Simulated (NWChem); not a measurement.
C$_{3}$H$_{6}$N$_{2}$; SMILES NC(N)=C=C

```xyz
11

C      0.0000     0.0000     2.2140
C      0.0000     0.0000     0.8943
C      0.0000     0.0000    -0.4414
N      0.0246    -1.1687    -1.2324
N     -0.0246     1.1687    -1.2324
H      0.9209    -0.1709     2.8082
H     -0.9209     0.1709     2.8082
H     -0.0060    -2.0225    -0.6697
H     -0.7356    -1.1696    -1.9247
H      0.0060     2.0225    -0.6697
H      0.7356     1.1696    -1.9247
```
Atoms are numbered in this order, from 1.

Results from NWChem. Coordinates come from a PBE-D3(BJ)/def2-SVP optimisation. Level: B3LYP/def2-SVP with SMD (1 M gas to 1 M solution), gas-phase geometry.

```
solvent          dielectric constant  solvation free energy (kcal/mol)  cavity-dispersion-structure term (kcal/mol)  dipole in solution (D)
---------------  -------------------  --------------------------------  -------------------------------------------  ----------------------
water                           78.4                               ___                                          ___                    1.21
dichloromethane                 8.93                              -7.1                                          0.1                    1.16
ethanol                         24.9                              -6.3                                          1.5                    1.20
diethyl ether                   4.24                              -6.0                                          0.1                    1.09
```

### Question
Complete the blanks.

### Answer

- water, solvation free energy (kcal/mol): -4.2
- water, cavity-dispersion-structure term (kcal/mol): 3.9
